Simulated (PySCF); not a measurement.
# A small calculation by hand: entropy of an ideal gas

Zn(H)(SMe) (CH₄SZn), SMILES C[S][ZnH].

Geometry optimised at PBE0-D3(BJ)/def2-SVP.

PBE0-D3(BJ)/def2-SVP (PySCF) gives the harmonic wavenumbers 113, 140, 393, 428, 436, 726, 953, 969, 1335, 1455, 1458, 1874, 3062, 3169, 3175 cm⁻¹ and the rotational temperatures 0.7677, 0.1417, 0.1216 K. The molar mass is 113.48 g/mol, the symmetry number 1, the spin multiplicity 1.

**Question.** Work out the entropy at 298.15 K and 1 atm in the rigid-rotor, harmonic-oscillator model.

**Answer.** 
Translation (Sackur–Tetrode at 1 atm): S = R[1.5 ln M + 2.5 ln T − 1.16487] = 167.8 J/(mol K).
Rotation: q = (√π/σ) T^1.5/√(θA θB θC) = 79300, S = R[ln q + 3/2] = 106.3 J/(mol K).
Vibration: with u = 1.4388 ν/T, each mode gives R[u/(e^u − 1) − ln(1 − e^−u)]:
```tsv
ν (cm⁻¹)	modes	u	S (J/(mol K))
113	1	0.55	13.46
140	1	0.68	11.73
393	1	1.90	4.14
428	1	2.07	3.62
436	1	2.10	3.51
726	1	3.50	1.16
953	1	4.60	0.47
969	1	4.68	0.44
1335	1	6.44	0.10
1455	1	7.02	0.06
1458	1	7.04	0.06
1874	1	9.04	0.01
```
The stiffer modes add less than 0.005 each. Sum 38.8 J/(mol K).
Spin: R ln 1 = 0.0 J/(mol K).
Total 312.8 J/(mol K); the program's own thermochemistry gives 312.8. Translation makes up 54 % and vibration 12 %. Anharmonicity, hindered rotation and orbital degeneracy are left out.
